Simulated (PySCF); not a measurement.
C5H4ClF2 (doublet state).
Geometry (GFN2-xTB, Å), atoms numbered from 1 in this order:
```
atom  x, y, z in Å
C1    -1.8483   -0.1076    0.6939
C2    -0.7732    0.2242   -0.2240
C3    -0.1868    1.0232   -1.1152
C4     0.5265   -0.1784   -0.7247
C5     1.7854   -0.5831   -0.2513
F6     2.8058   -0.4651   -1.1031
F7     1.8429   -1.8079    0.2798
Cl8    2.3346    0.5990    1.2916
H9    -2.6796    0.5874    0.5992
H10   -1.4580   -0.0784    1.7125
H11   -2.1912   -1.1259    0.5099
H12   -0.1570    1.9121   -1.6945
```

The hyperfine couplings belong to this conformer and change with its torsions.

As a line formula: `C[C]1C=C1C(F)(F)Cl` [radical].

Computed, not measured: PySCF 2.14.0, UKS B3LYP, pcH-1 on C Cl F H, non-relativistic, mean-field spin-orbit, GIAO. Geometry: GFN2-xTB, one conformer, isolated molecule. Couplings are sensitive to structure, and on GFN2-xTB geometries they can be far from those on DFT ones. The SCF solution wasn't tested for stability.

(1) The isotropic 1H couplings, averaged over equivalent nuclei, are -15.6, +6.2 MHz. Assign them to H9/H10/H11; H12.

Results:

(1) 
| site | a_iso (MHz) | ρ(0) (bohr⁻³) | position | distance from C4 (Å) | bound to | spin population there | largest \|T\| (MHz) |
| --- | --- | --- | --- | --- | --- | --- | --- |
| H9/H10/H11 | +6.2 | +0.0014 | 3 bonds from C4 | 3.28 | C1 | -0.01 | 3.3 |
| H12 | -15.6 | -0.0035 | 2 bonds from C4, on C3 of spin population +0.15 | 2.40 | C3 | +0.15 | 10.1 |

ρ(0) is the spin density at the nucleus and T the dipolar tensor; a_iso includes a spin–orbit part; entries for several nuclei are means. Largest spin populations (Mulliken): C4 (+0.59), Cl8 (+0.19) and C3 (+0.15). The angles at C4 add up to 335.2°, so it is pyramidal.

Class means assume fast exchange of nuclei equivalent by connectivity; if that motion is slow, each nucleus keeps its own coupling. The three 1H nuclei of mean +6.2 MHz run from -1.8 to 13.1 MHz in the frozen geometry. The 19F value of +22.3 MHz is a mean of couplings from 19.0 to 25.6 MHz in this one geometry, not an average over conformers.

The SMILES `C[C]1C=C1C(F)(F)Cl` draws the unpaired electron on C2, whose computed spin population is only +0.05.

On one thread of an Arm Neoverse V1, shared host with 32 logical CPUs at a one-minute load of 13, this took 67 s wall (with the writing of density and orbital grids) and 0.88 GiB of memory at its peak.
